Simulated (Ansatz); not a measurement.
Reaction (ligand exchange at a Ga–C bond): `C=[C]([GaH2])[SnH3]` + `OC#CO` → `OC#C[O][GaH2]` + `C=[CH][SnH3]`

Isolated molecules relaxed with PBE0-D4/def2-TZVP in Ansatz; ΔE leaves out vibrations. CCSD(T)/CBS is the MP2 limit (def2-TZVPP, def2-QZVPP) plus CCSD(T) − MP2 in def2-TZVPP, frozen cores. Elements past krypton have def2 core potentials. For Ga, Sn outer-core shells are correlated without core-valence functions, which leaves a few kJ/mol of doubt a bond. Scalar relativity is left out up to krypton. Each species was taken in one conformer, which may not be the lowest.

```tsv
species	HF/def2-SVP energy (Eh)
`C=[C]([GaH2])[SnH3]`	-2216.02147
`OC#CO`	-226.33482
`OC#C[O][GaH2]`	-2149.93784
`C=[CH][SnH3]`	-292.45417
```

Work out ΔE.

ΔE = (-2149.93784) + (-292.45417) − (-2216.02147) − (-226.33482) = -0.03572 Eh = -93.8 kJ/mol. CCSD(T)/CBS gives -76.5 kJ/mol.

Largest T1 diagnostic among the species: 0.015.

At CCSD(T), def2-SVP lies −9.1 kJ/mol from the extrapolated value and def2-TZVPP −4.2 kJ/mol. In def2-TZVPP, CCSD(T) changes the Hartree–Fock value by +15.5 kJ/mol (the triples alone add +1.9 kJ/mol) and MP2 by +17.5 kJ/mol. Leaving LDA and LC-ωPBE aside and taking each functional with its dispersion term where it has one, the values, not all of them listed here, spread over 11.3 kJ/mol, from B2PLYP to HSE06-D4. LDA lies +4.2 kJ/mol from PBE without D4.
